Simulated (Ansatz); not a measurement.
The lowest singlet and triplet of AsH (SMILES [AsH]); geometries from B3LYP-D3(BJ)/def2-TZVP, each state relaxed from the structure named, with no frequency check, low spin by broken symmetry.
Singlet (charge 0, multiplicity 1):
```xyz
2

As     0.000     0.000    -0.045
H      0.000     0.000     1.490
```

A positive gap puts the triplet lower; no zero-point energy. R- takes a restricted singlet, here one determinant of a half-filled degenerate or near-degenerate pair, which mixes singlet states. U- takes an unrestricted singlet (broken symmetry where lower, unprojected). The triplet is unrestricted in single-reference levels.

Cores are frozen in the correlated methods. Filled d and f shells under p-block atoms count as core.

Codes used: Ansatz (Gaussian basis) for Hartree–Fock, density functionals and correlated methods. Values without a source in brackets are computed.

Question: One of these levels gives 30.7 kJ/mol for the gap E(singlet) − E(triplet), vertical, at the singlet's geometry. Which?
A) U-r2SCAN/def2-TZVPP (spin-contaminated)
B) R-CCSDT/cc-pVQZ
C) R-SCS-MP2/cc-pVTZ
D) U-PBE0/def2-TZVPP (spin-contaminated)

Answer: A, U-r2SCAN/def2-TZVPP (spin-contaminated). The others give 34.4 (U-PBE0/def2-TZVPP (spin-contaminated)), 127.8 (R-SCS-MP2/cc-pVTZ), 92.9 (R-CCSDT/cc-pVQZ)

Doubts at one or more of the structures used: a restricted determinant that unrestricted orbitals would lower (R-SCS-MP2/cc-pVTZ, R-CCSDT/cc-pVQZ); other coupled-cluster roots lie near (R-CCSDT/cc-pVQZ).

Ansatz is a quantum-chemistry and plane-wave program.
